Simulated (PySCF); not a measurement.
**Ionisation energy of Zn⁺ by level of theory**

Zn⁺ [Ar] 3d10 4s1 (2S) → Zn²⁺ [Ar] 3d10 (1S), as a difference of total energies. Calculation: PySCF 2.14, in aug-cc-pwCVDZ-PP with ECP10MDF (6s6p5d3f, 70 functions); scalar relativity through the core potential. Correlated levels: valence: 3s2 3p6 frozen. The calculations carry no spin-orbit coupling.

| method | ionisation energy (eV) |
| --- | --- |
| UHF | 16.879 |
| MP2 (valence) | 17.800 |
| SCS-MP2 (valence) | 17.650 |
| CCSD (valence) | 17.687 |
| CCSD(T) (valence) | 17.754 |

Question: How much does correlation contribute at CCSD(T) (valence)?

Answer: 17.754 − (16.879) = 0.875 eV, measured against UHF.

Errors of the correlated levels include the incompleteness of this basis and the frozen core.

For comparison: 17.964 eV (measured; NIST Atomic Spectra Database, ionization energies).
